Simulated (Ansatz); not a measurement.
Consider the redistribution: `[NH]=[V]([NH2])([OH])[F]` + `[OH][Zr]([OH])([Cl])[Cl]` → `[NH]=[V]([OH])([OH])[F]` + `[NH2][Zr]([OH])([Cl])[Cl]`.

Calculated with Ansatz (gas phase, PBE0-D4/def2-TZVP geometries, no zero-point term in ΔE). CCSD(T)/CBS adds triple-zeta CCSD(T) − MP2 to the extrapolated MP2 energy (def2 sets, frozen cores). Functionals use def2-TZVPP. Elements past krypton have def2 core potentials. For V, Zr outer-core shells are correlated without core-valence functions, which leaves a few kJ/mol of doubt a bond. Scalar relativity is left out up to krypton. Each species was taken in one conformer, which may not be the lowest.

```
                    species  CAM-B3LYP-D4 energy (Eh)
 `[NH]=[V]([NH2])([OH])[F]`               -1231.18723
 `[OH][Zr]([OH])([Cl])[Cl]`               -1119.46615
  `[NH]=[V]([OH])([OH])[F]`               -1251.08358
`[NH2][Zr]([OH])([Cl])[Cl]`               -1099.55854
```

Task: Work out ΔE.

Result: ΔE = (-1251.08358) + (-1099.55854) − (-1231.18723) − (-1119.46615) = 0.01126 Eh = +29.6 kJ/mol. CCSD(T)/CBS gives +29.5 kJ/mol.

Largest T1 diagnostic among the species: 0.030, so the coupled-cluster value is less sure than usual.

From BLYP to BHLYP (50 % exact exchange), in def2-TZVPP and without D4, ΔE moves by +7.2 kJ/mol. Leaving LDA and LC-ωPBE aside and taking each functional with its dispersion term where it has one, the values, not all of them listed here, spread over 9.7 kJ/mol, from revPBE-D4 to BHLYP-D4. LDA lies +4.6 kJ/mol from PBE without D4.
